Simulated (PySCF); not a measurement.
```xyz
4
charge 1 multiplicity 1, angstrom
Te    0.0000    0.0000   -0.8635
I     2.4141    0.0000    0.2947
I    -1.2070    2.0906    0.2947
I    -1.2070   -2.0906    0.2947
```

Level of theory: PBE0 in PySCF with Te def2-SVP with ECP28, I def2-SVP with ECP28; scalar-relativistic core potentials, no spin–orbit coupling; density-fitted integrals.

This geometry of [TeI3]+ is a stationary point at this level.

(1) What is the point group?

(2) Is it a minimum?

(3) List the harmonic modes with their infrared intensities.

(4) Give the atomic charges and bond orders.

(5) Give the ideal-gas entropy at 298.15 K and 1 bar by parts.

Answers

(1) C3v.

(2) Yes: all harmonic wavenumbers are real.

(3) 
```json
{"symmetry": "e", "ω (cm⁻¹)": "61", "IR (km/mol, summed over degenerate members)": "0.2"}
{"symmetry": "a1", "ω (cm⁻¹)": "80", "IR (km/mol, summed over degenerate members)": "0.3"}
{"symmetry": "a1", "ω (cm⁻¹)": "201", "IR (km/mol, summed over degenerate members)": "1.3"}
{"symmetry": "e", "ω (cm⁻¹)": "213", "IR (km/mol, summed over degenerate members)": "45.9"}
```

(4) 
| atom | Mulliken | Löwdin | polar tensor | Mayer order to Te1 |
| --- | --- | --- | --- | --- |
| Te1 | 0.46 | 0.49 | 1.29 | – |
| I2,3,4 | 0.18 | 0.17 | -0.10 | 1.12 |

(5) translation 186.6, rotation 130.6, vibration 78.9, spin 0.0; total 396.2 J/(mol K).

Only a few start shapes were tried, so a lower isomer may exist.
